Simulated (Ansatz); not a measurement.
Program: Ansatz. Geometries: PBE0-D4/def2-TZVP. ΔE: electronic, gas phase. CCSD(T)/CBS is the MP2 limit (def2-TZVPP, def2-QZVPP) plus CCSD(T) − MP2 in def2-TZVPP, frozen cores. This one scheme is used for every species. Open shells (•) are unrestricted, without spin–orbit coupling. Each species was taken in one conformer, which may not be the lowest.

Consider the homolysis of the C–N bond: `C=C[SiH2]NC` → `[CH3]`• + `C=C[SiH2][NH]`•.

```
         species  CCSD(T)/CBS(def2) energy (Eh)
   `C=C[SiH2]NC`                     -463.34956
        `[CH3]`•                      -39.78218
`C=C[SiH2][NH]`•                     -423.41545
```

Q: Work out ΔE.

A: ΔE = (-39.78218) + (-423.41545) − (-463.34956) = 0.15193 Eh = +4.13 eV.

Largest T1 diagnostic among the species: 0.014.

Leaving LDA and LC-ωPBE aside and taking each functional with its dispersion term where it has one, the values, not all of them listed here, spread over 0.39 eV, from r2SCAN0-D4 to ωB97X-V. LDA lies +0.95 eV from PBE without D4, its usual overbinding. The D4 term adds +0.13 eV with B3LYP and +0.07 eV with PBE0; it sums over pairs of atoms, weighted by their polarisabilities, and B3LYP, whose exchange is more repulsive, gets the larger term.

B3LYP here is the variant with VWN-RPA as its local correlation; programs differ in this.
